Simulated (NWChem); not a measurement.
System: GeNH₂F₃; SMILES [NH2][Ge]([F])([F])[F]

The following NWChem deck was run.

```
start job
memory heap 200 mb stack 900 mb global 1100 mb
geometry units angstroms noautoz
  N     -0.008325    -1.772337     0.433118
  Ge    -0.000141    -0.017127    -0.011216
  F     -1.393793     0.358899    -0.946748
  F      1.402482     0.348102    -0.937583
  F      0.000080     1.123069     1.288865
  H     -0.842448    -2.042589     0.948151
  H      0.820373    -2.048911     0.953526
end
basis spherical
  * library 6-311g**
end
dft
  xc pbe0
  iterations 150
  mulliken
end
task dft energy
```

Coordinates come from a B3LYP/6-31G* (spherical d) optimisation.

Question: Give the results of this calculation. (PBE0/6-311G** (spherical d).) Quantities: basis functions; energy (Ha); highest occupied level (eV); orbital gap (eV); dipole (D).

Answer: 
```json
{
 "number_of_basis_functions": "128",
 "energy (Ha)": "-2432.07",
 "highest occupied level (eV)": "-9.11",
 "orbital gap (eV)": "8.13",
 "dipole (D)": "3.51"
}
```
